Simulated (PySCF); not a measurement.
Species: `[H]/N=C/[C@H]1OC=C[Si@H]1C`. The columns A, B, C and D hold Mulliken, IAO, Hirshfeld and ESP-fitted charges (e) of one PBE0/pcSseg-1 density (PySCF), in a shuffled order. Coordinates in Å (GFN2-xTB); the density's dipole moment is (-0.62, 0.72, 1.56) D.

```tsv
atom	x	y	z	A	B	C	D
C1	0.398	2.030	0.319	-0.723	-0.214	-0.710	-0.628
Si2	-0.517	0.744	-0.730	+0.899	+0.369	+0.824	+0.881
C3	-2.091	0.027	-0.025	-0.556	-0.208	-0.700	-0.526
C4	-1.916	-1.277	0.218	+0.092	+0.038	+0.175	+0.191
O5	-0.756	-1.899	-0.031	-0.326	-0.109	-0.318	-0.441
C6	0.257	-1.043	-0.563	-0.206	-0.042	-0.128	-0.180
C7	1.445	-1.042	0.310	+0.053	+0.046	+0.391	+0.039
N8	2.565	-0.661	-0.120	-0.466	-0.237	-0.778	-0.355
H9	1.444	2.077	0.033	+0.168	+0.042	+0.174	+0.153
H10	0.352	1.793	1.379	+0.158	+0.042	+0.172	+0.141
H11	-0.032	3.017	0.181	+0.159	+0.044	+0.179	+0.143
H12	-0.552	1.135	-2.146	-0.127	-0.077	-0.180	-0.073
H13	-3.030	0.506	0.177	+0.165	+0.041	+0.228	+0.115
H14	-2.655	-1.953	0.628	+0.164	+0.061	+0.139	+0.110
H15	0.527	-1.420	-1.552	+0.177	+0.050	+0.142	+0.165
H16	1.237	-1.357	1.343	+0.116	+0.041	+0.021	+0.094
H17	3.315	-0.664	0.567	+0.254	+0.113	+0.370	+0.172
```

**Question.** Which column most likely holds the ESP-fitted charges?

**Answer.** C. Σ q r misses the density's dipole by 0.03 D (C), 1.34 D (B), 1.64 D (A), 3.35 D (D). Charges fitted to the outside potential are the only set here that is tied to the molecule's multipoles.

**Question.** And the Hirshfeld charges?

**Answer.** B. The mean sizes are 0.104 e (B), 0.259 e (D), 0.283 e (A), 0.331 e (C), and Hirshfeld charges are commonly the smallest of these schemes.

As computed, A = IAO, B = Hirshfeld, C = ESP-fitted, D = Mulliken. Hydrogens on carbon: IAO +0.12 to +0.18, Hirshfeld +0.04 to +0.06, ESP-fitted +0.02 to +0.23, Mulliken +0.09 to +0.17 e.

The Hirshfeld scheme weights the molecular density at each point by an atom's share of the summed free-atom densities. The ESP scheme fits charges at the nuclei, held to the total charge, to the electrostatic potential on points at 1.4 to 2.0 times the van der Waals radii.

Geometry: GFN2-xTB, one conformer, isolated molecule.

Shape of the structure used: `[H]/[N:8]=[CH:7]/[C@@H:6]1[Si@H:2]([CH3:1])[CH:3]=[CH:4][O:5]1`: O5–C6–C7–N8 161°.
